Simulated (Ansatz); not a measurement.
Geometry optimisation, RKS BLYP-D4/def2-SVP (Ansatz).

Input:

```yaml
crystal:
  periodic: [false, false, false]
  atoms:
    - { symbol: Si, position_ang: [-0.481597, 0.065516, 0.396352] }
    - { symbol: F, position_ang: [0.596957, 0.636731, 1.509026] }
    - { symbol: "N", position_ang: [0.644505, -0.235326, -0.816797] }
    - { symbol: H, position_ang: [1.530459, 0.07368, -0.40936] }
    - { symbol: F, position_ang: [-1.630975, 1.16662, 0.102952] }
    - { symbol: F, position_ang: [-1.279735, -1.200689, 1.010677] }
    - { symbol: H, position_ang: [0.620486, -0.506532, -1.792849] }
basis:
  gaussian: { orbitals: def2-SVP }
hamiltonian:
  xc: blyp
  dispersion: d4
relax:
  f_tol: 0.03
  max_steps: 50
```

Run as:

```bash
$ ansatz run input.yaml --threads 2 --pin off --max-ram 3072MiB --backend cpu --events-out ev --progress --plain --runs-dir out
```

**Question.** Where does it end, and by what steps?

**Answer.** The run converged. After 4 steps the energy has fallen by 0.229 eV; H4 moved furthest, 0.31 Å.

```json
{"step": "0", "energy less start (eV)": "0.0000", "largest force component (eV/Å)": "0.915", "accepted": "yes"}
{"step": "1", "energy less start (eV)": "-0.1097", "largest force component (eV/Å)": "0.655", "accepted": "yes"}
{"step": "2", "energy less start (eV)": "-0.1903", "largest force component (eV/Å)": "0.685", "accepted": "yes"}
{"step": "3", "energy less start (eV)": "-0.2278", "largest force component (eV/Å)": "0.124", "accepted": "yes"}
{"step": "4", "energy less start (eV)": "-0.2292", "largest force component (eV/Å)": "0.029", "accepted": "yes"}
```

```xyz
7
Properties=species:S:1:pos:R:3
Si -0.418 0.098 0.458
F 0.389 0.687 1.730
N 0.699 -0.208 -0.779
H 1.690 0.010 -0.672
F -1.576 1.155 0.044
F -1.233 -1.219 0.934
H 0.449 -0.523 -1.716
```

The run took 7.9 s on 2 threads of Arm Neoverse V1, on a shared host, peak memory 0.1 GiB.
